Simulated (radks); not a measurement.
Results of a calculation; reference values are marked as such.
These are the eigenvalues of the occupied orbitals of an atom or ion with whole-number occupations (hartree). Code: a radial shooting solver on a logarithmic mesh with Libxc functionals. Model: scalar-relativistic Kohn-Sham, PBE, spin-polarised, spherical densities, finite nucleus; Fermi nuclear charge, rms radius of each element as measured or else 0.836 A^(1/3) + 0.57 fm.

| orbital | eigenvalue |
|---|---|
| 1s down | -728.9525 |
| 1s up | -728.9522 |
| 2s up | -103.4098 |
| 2s down | -103.3964 |
| 2p up | -92.50028 |
| 2p down | -92.49035 |
| 3s up | -18.03134 |
| 3s down | -18.02436 |
| 3p up | -14.45702 |
| 3p down | -14.44913 |
| 3d up | -8.64436 |
| 3d down | -8.63197 |
| 4s up | -2.89469 |
| 4s down | -2.82136 |
| 4p up | -1.93514 |
| 4p down | -1.85504 |
| 4d up | -0.59795 |
| 5s up | -0.46218 |
| 5s down | -0.42671 |

Which element is it, and in what charge state? The configuration may be excited. Open shells, if any, are filled with parallel spins first.

Answer. Z = 42, molybdenum, charge +1: Mo+ in [Kr] 4d3 5s2. The list shows which subshells hold electrons but not how many an open one holds; the 1s level, -728.95 hartree, gives Z - s = 38.2 by -(Z - s)^2/2, which with screening and relativity narrows Z to a few neighbours, and the depths of the outer levels then fix element, charge and occupations together.
